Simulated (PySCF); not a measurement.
Al(Cl)(Me)(Et) (C₃H₈AlCl), SMILES C[CH2][Al]([CH3])[Cl]. Atoms are numbered in the order given.

```xyz
13

Al     0.2893     0.4651     0.1577
Cl     0.1076    -1.3807     1.2016
C      1.3645     1.8604     0.9958
H      2.3985     1.5112     1.1622
H      0.9609     2.1218     1.9896
H      1.4103     2.7831     0.3946
C     -0.6337     0.6213    -1.5624
C     -1.4397    -0.5914    -2.0493
H      0.1342     0.9027    -2.3102
H     -1.2820     1.5175    -1.4960
H     -2.2368    -0.8611    -1.3379
H     -0.8035    -1.4843    -2.1591
H     -1.9188    -0.4066    -3.0257
```
Charge 0, spin multiplicity 1.

Geometry: B3LYP-D3(BJ)/def2-SVP. The values are those of a single conformer.

The numbers are results of B3LYP-D3(BJ)/def2-SVP in PySCF, not measurements.

Frequencies are harmonic and unscaled.

Computed normal modes with their intensities:
| mode | ν (cm⁻¹) | IR (km/mol) | moving atoms (share of kinetic energy) |
|---|---|---|---|
| 1 | 21 | 0.0 | H 62 %, C 35 % |
| 2 | 38 | 0.0 | H 92 %, C 8 % |
| 3 | 99 | 1.9 | C 41 %, Cl 31 %, H 20 %, Al 8 % |
| 4 | 141 | 5.1 | H 50 %, Al 35 %, C 11 % |
| 5 | 157 | 5.6 | C 41 %, H 27 %, Cl 22 %, Al 10 % |
| 6 | 235 | 5.1 | H 66 %, Al 23 %, C 10 % |
| 7 | 298 | 10.4 | C 60 %, H 21 %, Al 16 % |
| 8 | 441 | 17.1 | Cl 40 %, C 37 %, Al 12 %, H 11 % |
| 9 | 539 | 1.8 | H 82 %, C 18 % |
| 10 | 588 | 36.3 | H 32 %, Al 30 %, C 30 %, Cl 8 % |
| 11 | 658 | 64.3 | H 71 %, C 20 %, Al 9 % |
| 12 | 679 | 79.7 | Al 46 %, C 36 %, H 18 % |
| 13 | 718 | 142.9 | H 53 %, Al 24 %, C 22 % |
| 14 | 921 | 2.6 | H 92 % |
| 15 | 957 | 5.0 | H 83 %, C 16 % |
| 16 | 1035 | 23.2 | C 73 %, H 27 % |
| 17 | 1217 | 13.9 | H 76 %, C 24 % |
| 18 | 1222 | 11.0 | H 64 %, C 36 % |
| 19 | 1239 | 1.5 | H 77 %, C 23 % |
| 20 | 1400 | 5.2 | H 84 %, C 16 % |
| 21 | 1420 | 3.4 | H 91 %, C 9 % |
| 22 | 1426 | 0.1 | H 94 % |
| 23 | 1427 | 1.7 | H 95 % |
| 24 | 1471 | 3.9 | H 96 % |
| 25 | 1481 | 5.6 | H 97 % |
| 26 | 2991 | 18.0 | H 95 % |
| 27 | 3016 | 5.2 | H 97 % |
| 28 | 3020 | 40.8 | H 97 % |
| 29 | 3025 | 11.6 | H 91 %, C 9 % |
| 30 | 3092 | 27.8 | H 91 %, C 9 % |
| 31 | 3098 | 4.4 | H 91 %, C 9 % |
| 32 | 3105 | 24.2 | H 91 %, C 9 % |
| 33 | 3114 | 8.4 | H 91 %, C 9 % |
